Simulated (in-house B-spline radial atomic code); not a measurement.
Values are calculated unless marked as measured or tabulated.
C6 from the polarisability at imaginary frequency: Sc3+

LC-wPBE linear response of the closed shell [Ne] 3s2 3p6, from a B-spline radial code for spherical atoms; scalar-relativistic (spin-free one-electron X2C), finite nucleus, no spin-orbit coupling.

The dispersion coefficient of two like species is C6 = (3/π) ∫ α(iu)² du from 0 to ∞.

```json
{"u (hartree)": "0", "α(iu) (bohr³)": "2.147"}
{"u (hartree)": "0.24", "α(iu) (bohr³)": "2.099"}
{"u (hartree)": "0.56", "α(iu) (bohr³)": "1.909"}
{"u (hartree)": "0.96", "α(iu) (bohr³)": "1.576"}
{"u (hartree)": "1.6", "α(iu) (bohr³)": "1.085"}
{"u (hartree)": "2.4", "α(iu) (bohr³)": "0.6895"}
{"u (hartree)": "3.6", "α(iu) (bohr³)": "0.3939"}
{"u (hartree)": "5.6", "α(iu) (bohr³)": "0.2006"}
{"u (hartree)": "8", "α(iu) (bohr³)": "0.1144"}
{"u (hartree)": "12", "α(iu) (bohr³)": "0.06038"}
{"u (hartree)": "20", "α(iu) (bohr³)": "0.02683"}
{"u (hartree)": "40", "α(iu) (bohr³)": "0.008393"}
```

Task: Fit one oscillator, α(iu) = α(0)/(1 + u²/ω²), through u = 1.6 and estimate C6.

Result: From α(0)/α(iu) − 1 = 2.147/1.085 − 1 = 0.9788, ω = u/√0.9788 = 1.6172 hartree (44.0 eV). London's formula gives C6 = (3/4) α(0)² ω = 0.75 × 2.147² × 1.6172 = 5.591 hartree·bohr⁶, and the oscillator holds f = α(0) ω² = 5.62 electrons, of a sum of oscillator strengths of 17.9.

Task: How does that compare with the full integral?

Result: The program's quadrature over all excitations gives C6 = 5.686, so the single oscillator is off by -1.7 %. At the last point the fit gives α = 0.0035 against 0.00839: higher excitations, and deeper shells where there are any, keep the true curve higher at large u.
